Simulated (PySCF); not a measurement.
**Electron correlation in Sr⁺ (strontium, charge +1)**

[Kr] 4d1, 2D determinant (an excited configuration). All numbers are calculated (PySCF 2.14, scalar relativity by spin-free X2C-1e, in x2c-TZVPPall (8s6p6d2f1g, 79 functions)). Frozen: [Ar] 3d10; 9 electrons correlated.

| level | correlation energy (mhartree) |
| --- | --- |
| CCSD | -204.81 |
| (T) | -5.00 |
| CCSD(T) | -209.81 |

Diagnostics: T1 = 0.0070, D1 = 0.0262, largest double amplitude 0.020.

Is a single reference adequate?

Yes, within this model without spin-orbit coupling: T1 lies below 0.03 and no double amplitude reaches 0.07.

This basis was not built for core-valence correlation, so the inner-shell part is incomplete.
